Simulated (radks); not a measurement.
Q: Isoelectronic series with 17 electrons, each ion in its NIST ground configuration. Method: scalar-relativistic Kohn-Sham, r2SCAN, spin-polarised, spherical densities, finite nucleus; open shells are filled with parallel spins first (spin-orbit coupling, left out, can overturn this in heavy ions); meta-GGA in the generalised Kohn-Sham scheme; Fermi nuclear charge, rms radius of each element as measured or else 0.836 A^(1/3) + 0.57 fm; computed with a radial shooting solver on a logarithmic mesh with Libxc functionals. Total energies (hartree) and mean radii <r> (bohr):

ion    configuration  E (hartree)  3p down   3p up  3s down
Cl      [Ne] 3s2 3p5   -461.59562    1.857   1.820    1.551
Ca3+    [Ne] 3s2 3p5   -677.97450    1.210   1.202    1.129
V6+     [Ne] 3s2 3p5   -938.54876   0.9196  0.9157   0.8908
Fe9+    [Ne] 3s2 3p5  -1243.54742   0.7456  0.7433   0.7371
Cu12+   [Ne] 3s2 3p5  -1593.33504   0.6283  0.6267   0.6290
Ge15+   [Ne] 3s2 3p5  -1988.36321   0.5432  0.5421   0.5485
Br18+   [Ne] 3s2 3p5  -2429.16104   0.4786  0.4777   0.4861
Sr21+   [Ne] 3s2 3p5  -2916.33154   0.4276  0.4270   0.4363
Nb24+   [Ne] 3s2 3p5  -3450.55341   0.3864  0.3859   0.3954
Ru27+   [Ne] 3s2 3p5  -4032.58507   0.3523  0.3519   0.3613
Sn33+   [Ne] 3s2 3p5  -5343.55906   0.2992  0.2989   0.3074
I36+    [Ne] 3s2 3p5  -6074.47168   0.2781  0.2778   0.2857
Ba39+   [Ne] 3s2 3p5   -6857.1584   0.2596  0.2594   0.2667
Pr42+   [Ne] 3s2 3p5   -7692.8863   0.2434  0.2432   0.2498
Sm45+   [Ne] 3s2 3p5   -8583.0132   0.2289  0.2288   0.2346
Tb48+   [Ne] 3s2 3p5   -9529.1542   0.2160  0.2159   0.2210
Er51+   [Ne] 3s2 3p5  -10532.8832   0.2044  0.2043   0.2087
Lu54+   [Ne] 3s2 3p5  -11596.1577   0.1938  0.1937   0.1975
W57+    [Ne] 3s2 3p5  -12721.1222   0.1843  0.1842   0.1872
Ir60+   [Ne] 3s2 3p5  -13909.9972   0.1755  0.1754   0.1777
Hg63+   [Ne] 3s2 3p5  -15165.3474   0.1674  0.1674   0.1690
Bi66+   [Ne] 3s2 3p5  -16490.0687   0.1600  0.1599   0.1608

Estimate the row of Ag30+ ([Ne] 3s2 3p5).

A: E (hartree) -4663.27610; 3p down 0.3237; 3p up 0.3233; 3s down 0.3323.
